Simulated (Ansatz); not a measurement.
C$_{2}$H$_{9}$AlSi$_{2}$ (`C[C@@H]1[AlH][Si@H]1[SiH3]`), relaxed with RKS PBE-D4/def2-SVP in the Gaussian-basis code of Ansatz from a rough embedded geometry. The force threshold is 0.03 eV/Å; the program also tests the step.

Total charge 0; spin multiplicity 1.

Start:

```xyz
14

C    -1.184    1.482    1.185
C    -0.654    0.186    0.758
Al    1.096   -0.218    1.515
Si    0.467    0.218   -0.793
Si    0.595   -1.600   -1.956
H    -2.059    1.816    0.471
H    -0.448    2.313    1.143
H    -1.641    1.421    2.171
H    -1.359   -0.627    0.702
H     2.161   -0.622    2.649
H     1.131    1.550   -1.139
H    -0.209   -2.640   -1.373
H     0.095   -1.280   -3.328
H     2.009   -1.998   -2.005
```

(1) How much energy does the relaxation release, and in how many steps? (An estimate is asked.)

(2) Which bonds change most? (Estimate.)

(3) Give the relaxed structure. (Best estimate.)

Answers

(1) The calculation gave: 93.47 kJ/mol, in 15 steps.

(2) Computed: Si4–Si5 from 2.161 to 2.344 Å; Al3–Si4 from 2.432 to 2.359 Å; Si5–H12 from 1.438 to 1.508 Å; C1–H6 from 1.178 to 1.112 Å.

(3) The calculation gave: 
```xyz
14

C    -1.319    1.473    0.955
C    -0.350    0.299    0.976
Al    1.300   -0.205    1.924
Si    0.998   -0.047   -0.409
Si    0.469   -1.515   -2.158
H    -2.038    1.413    0.108
H    -0.778    2.436    0.849
H    -1.914    1.537    1.891
H    -0.893   -0.683    1.060
H     1.963   -0.378    3.368
H     1.534    1.268   -0.935
H    -0.100   -2.779   -1.566
H    -0.561   -0.940   -3.101
H     1.691   -1.879   -2.962
```
